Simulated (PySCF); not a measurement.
Mg(Me)(SeH) (CH4MgSe), SMILES [Mg]([SeH])[CH3]. Atoms are numbered in the order given.

```xyz
7

Mg     0.7457    -0.8816    -0.1861
C      2.0724    -2.4483    -0.5197
H      1.5440    -3.3942    -0.6645
H      2.7564    -2.5777     0.3228
H      2.6781    -2.2706    -1.4122
Se    -0.7848     0.9829     0.1812
H     -1.6779     0.0925     0.9455
```
Charge 0, spin multiplicity 1.

Geometry: B3LYP-D3(BJ)/def2-TZVP. One conformer was computed; it need not be the lowest.

Computed with TDDFT-ωB97X/def2-SVPD (PySCF).

Vertical excitations. 

Computed excitation energies, oscillator strengths and character:
| state | energy (eV) | λ (nm) | f | main pairs |
|---|---|---|---|---|
| S1 | 4.84 | 256 | 0.067 | HOMO→LUMO 86 % |
| S2 | 5.29 | 235 | 0.002 | HOMO→LUMO+1 63 %, HOMO→LUMO+4 23 % |
| S3 | 5.67 | 219 | 0.227 | HOMO−1→LUMO 70 %, HOMO→LUMO+2 19 % |
| S4 | 5.79 | 214 | 0.016 | HOMO−1→LUMO+1 81 %, HOMO−1→LUMO+4 13 % |
| S5 | 5.94 | 209 | 0.001 | HOMO→LUMO+7 28 %, HOMO→LUMO+6 23 %, HOMO→LUMO+1 18 %, HOMO→LUMO+3 15 % |
| S6 | 6.12 | 203 | 0.011 | HOMO−1→LUMO+2 80 %, HOMO−1→LUMO+5 17 % |
| S7 | 6.14 | 202 | 0.349 | HOMO→LUMO+2 55 %, HOMO−1→LUMO 19 %, HOMO→LUMO+5 11 % |
| S8 | 6.49 | 191 | 0.001 | HOMO−2→LUMO 51 %, HOMO−1→LUMO+3 23 % |
| S9 | 7.15 | 173 | 0.163 | HOMO−2→LUMO+1 49 %, HOMO−2→LUMO 17 %, HOMO−2→LUMO+4 10 % |
| S10 | 7.26 | 171 | 0.012 | HOMO→LUMO+3 42 %, HOMO→LUMO+6 31 %, HOMO−2→LUMO+2 11 % |
| T1 | 4.63 | 268 | 0 | HOMO→LUMO 74 % |
| T2 | 4.87 | 254 | 0 | HOMO−1→LUMO 86 % |
| T3 | 5.15 | 241 | 0 | HOMO→LUMO+1 37 %, HOMO→LUMO+4 25 %, HOMO→LUMO 14 %, HOMO→LUMO+7 10 % |
| T4 | 5.61 | 221 | 0 | HOMO−1→LUMO+1 64 %, HOMO−1→LUMO+4 16 % |
Triplets are in the Tamm–Dancoff approximation, which puts them higher than full response would, so one can lie above its singlet here.
